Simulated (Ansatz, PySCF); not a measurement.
System: sum formula SiNH4 (charge 0, doublet). It need not be the lowest isomer of its formula. SMILES: [NH][SiH3]
Coordinates optimised at B3LYP-D3(BJ)/def2-TZVP (Ansatz, a program for electronic structure):
```xyz
6

N      1.1558    -0.3137    -0.3124
Si    -0.4627     0.1681     0.1635
H      1.1601    -1.0363    -1.0369
H     -1.0917    -0.9642     0.8949
H     -1.3071     0.5003    -1.0142
H     -0.3738     1.3424     1.0542
```
Charge 0, spin multiplicity 2.

Property: atomisation energy (electronic, to ground-state atoms); the coupled-cluster value holds the core correlation from cc-pwCVTZ, in kcal/mol. Valence correlation only, unless marked. UHF or UKS for open shells. Spin-orbit coupling is left out. No relativistic terms. Basis-set limits of correlation are two-point, X^-3; Hartree-Fock from the larger set. The bracket is a focal-point correction in the basis named.

Level to compare with: RI-MP2/CBS(aug-cc-pV(T+d)Z,aug-cc-pV(Q+d)Z)+[CCSD(T)-MP2]/aug-cc-pV(T+d)Z plus the core term (Ansatz), 401.3 kcal/mol. It is a level with limits of its own, and the differences hold the functionals' basis error too.

Question: Rank these functionals by how close they come to RI-MP2/CBS(aug-cc-pV(T+d)Z,aug-cc-pV(Q+d)Z)+[CCSD(T)-MP2]/aug-cc-pV(T+d)Z, closest first: CAM-B3LYP/def2-TZVPD (Ansatz); M06-L/def2-TZVPD (PySCF); HSE06/def2-TZVPD (Ansatz).

Answer: M06-L/def2-TZVPD (meta-GGA, 403.2 kcal/mol, difference 1.9), CAM-B3LYP/def2-TZVPD (range-separated hybrid, 404.5 kcal/mol, difference 3.2), HSE06/def2-TZVPD (screened hybrid, 395.1 kcal/mol, difference -6.2)
